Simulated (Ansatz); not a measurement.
Total energies of C₃H₇In (`C=C[CH2][InH2]`).

| atom | x (Å) | y (Å) | z (Å) |
| --- | --- | --- | --- |
| C1 | 0.661 | 1.312 | -0.447 |
| C2 | -0.061 | 0.269 | -0.909 |
| C3 | 0.136 | -1.140 | -0.559 |
| In4 | -0.677 | -0.569 | 1.412 |
| H5 | 1.577 | 1.163 | 0.117 |
| H6 | 0.387 | 2.331 | -0.687 |
| H7 | -0.958 | 0.500 | -1.483 |
| H8 | 1.172 | -1.442 | -0.423 |
| H9 | -0.427 | -1.845 | -1.160 |
| H10 | -2.357 | -0.249 | 1.546 |
| H11 | 0.545 | -0.332 | 2.593 |

Charge 0, multiplicity 1. Correlated methods include outer-core shells of In, which these sets cover unevenly. In: def2 effective core potential. Geometry: relaxed with PBE0-D4/def2-TZVP. It is one conformer, not always the lowest. Basis def2-TZVPP, the Gaussian-basis code of Ansatz.

RPA on PBE orbitals: Hartree–Fock energy of these orbitals -306.81763 Eh, correlation -1.29095 Eh (frozen core).

```csv
functional,energy without D4 (Eh),D4 term (kJ/mol)
LDA (SPW92),-307.20175,–
PBE,-308.48180,-21.6
revPBE,-308.66559,-64.3
BLYP,-308.53745,-47.4
r2SCAN,-308.64732,-5.2
B97M-V,-308.66328,–
PBE0,-308.50029,-18.3
B3LYP,-308.72730,-35.1
r2SCANh,-308.62846,-5.5
r2SCAN0,-308.60138,-6.1
HSE06 (plane-wave form),-308.49126,-17.1
BHLYP,-308.49045,-28.1
CAM-B3LYP,-308.55571,-18.6
LC-ωPBE,-308.60042,–
ωB97X-V,-308.59466,–
ωB97M-V,-308.52706,–
B2PLYP,-308.32002,–
PBE-QIDH,-308.27786,–
```

B3LYP takes the VWN-RPA correlation (the form of Gaussian; ORCA's B3LYP/G). HSE06 is the plane-wave form, built on full-range PBE exchange. The double hybrids freeze the cores in their second-order part.

LC-ωPBE has ω = 0.4 bohr⁻¹.
